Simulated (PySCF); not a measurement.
SMILES F[SiH2]c1ccc([SiH2]F)cc1 (C6H8F2Si2) (GFN2-xTB optimised geometry):

```
18

Si    -2.946    -2.107     5.458
F     -2.537    -3.667     5.456
C     -2.225    -1.343     3.897
C     -1.483    -2.100     2.991
C     -0.958    -1.531     1.848
C     -1.151    -0.181     1.561
C     -1.892     0.576     2.466
C     -2.417     0.007     3.610
Si    -0.430     0.582     0.000
F     -0.843     2.141     0.000
H     -2.347    -1.567     6.671
H     -4.402    -2.103     5.459
H     -1.319    -3.150     3.190
H     -0.387    -2.141     1.163
H     -2.057     1.626     2.268
H     -2.989     0.617     4.295
H     -1.027     0.040    -1.213
H      1.027     0.582     0.000
```

Computed with B3LYP/def2-SVP (PySCF 2.14.0).

Task: What are the frontier orbital energies and the dipole moment?

Result: HOMO-2 -8.55 eV, HOMO-1 -7.46 eV, HOMO -7.45 eV, LUMO -1.27 eV, LUMO+1 -0.61 eV; dipole moment 0.00 D.

On the same geometry PBE/def2-SVP (PySCF) gives HOMO-2 -7.35 eV, HOMO-1 -6.71 eV, HOMO -6.68 eV, LUMO -1.97 eV, LUMO+1 -1.40 eV; dipole moment 0.00 D.

Meta-Löwdin charges at B3LYP/def2-SVP: Si1 0.95, F2 -0.48, C3 -0.23, C4 -0.09, C5 -0.09, C6 -0.23, C7 -0.09, C8 -0.09, Si9 0.95, F10 -0.48, H11 -0.13, H12 -0.13, H13 0.11, H14 0.10, H15 0.11, H16 0.10, H17 -0.13, H18 -0.13.
